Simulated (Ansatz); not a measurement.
`BO[SiH2]C` + `[NH2][ZnH]` → `C[SiH2][NH][ZnH]` + `BO` at 500 K and 1 bar (ligand exchange at the Si–O bond).

Program: Ansatz. Geometries: PBE0-D4/def2-TZVP. ΔE: electronic, gas phase. CCSD(T)/CBS is the MP2 limit (def2-TZVPP, def2-QZVPP) plus CCSD(T) − MP2 in def2-TZVPP, frozen cores. This one scheme is used for every species. For Zn outer-core shells are correlated without core-valence functions, which leaves a few kJ/mol of doubt a bond. Scalar relativity is left out up to krypton. One conformer a species, not always the lowest.

```json
{"species": "`BO[SiH2]C`", "CCSD(T)/CBS energy (Eh)": "-431.39483", "H − E (kJ/mol)": "253.9", "S (J/(mol·K))": "393.2"}
{"species": "`[NH2][ZnH]`", "CCSD(T)/CBS energy (Eh)": "-1834.88092", "H − E (kJ/mol)": "106.3", "S (J/(mol·K))": "294.3"}
{"species": "`C[SiH2][NH][ZnH]`", "CCSD(T)/CBS energy (Eh)": "-2164.46335", "H − E (kJ/mol)": "247.7", "S (J/(mol·K))": "425.8"}
{"species": "`BO`", "CCSD(T)/CBS energy (Eh)": "-101.80414", "H − E (kJ/mol)": "113.6", "S (J/(mol·K))": "256.0"}
```

H − E and S are ideal-gas, rigid-rotor, harmonic terms from PBE0-D4/def2-TZVP, for one conformer and one mirror image of each species. 1 Eh = 2625.50 kJ/mol, R = 8.31446 J/(mol·K).

Task: By hand: ΔE, ΔH, ΔS and ΔG.

Result: ΔE = (-2164.46335) + (-101.80414) − (-431.39483) − (-1834.88092) = 0.00826 Eh = 21.7 kJ/mol. Δ(H − E) = 247.7 + 113.6 − 253.9 − 106.3 = 1.1, so ΔH = 22.8 kJ/mol. ΔS = 425.8 + 256.0 − 393.2 − 294.3 = -5.7 J/(mol·K). ΔG = 22.8 − 500 × (-5.7)/1000 = 25.7 kJ/mol.

Task: By hand: the equilibrium constant, and the temperature at which ΔG would vanish if ΔH and ΔS stayed fixed.

Result: log₁₀ K = −ΔG/(RT ln 10) = -2.7. ΔH and −TΔS have one sign here, so there is no such temperature. One of them is within its doubt of zero, so this could turn.

The number of gas molecules stays the same, so ΔS is small and ΔH decides. A doubt of 5 kJ/mol in ΔE shifts log₁₀ K by 0.5 here. Other conformers and mirror images would add mixing entropy, several J/(mol·K) or more a flexible species. Modes under 60 cm⁻¹, often nearly free rotors, make the harmonic entropy too high. These are equilibria of isolated gas molecules and say nothing of rates. Largest T1 diagnostic: 0.016 (customary marks: 0.02 for closed shells, 0.045 for open ones).
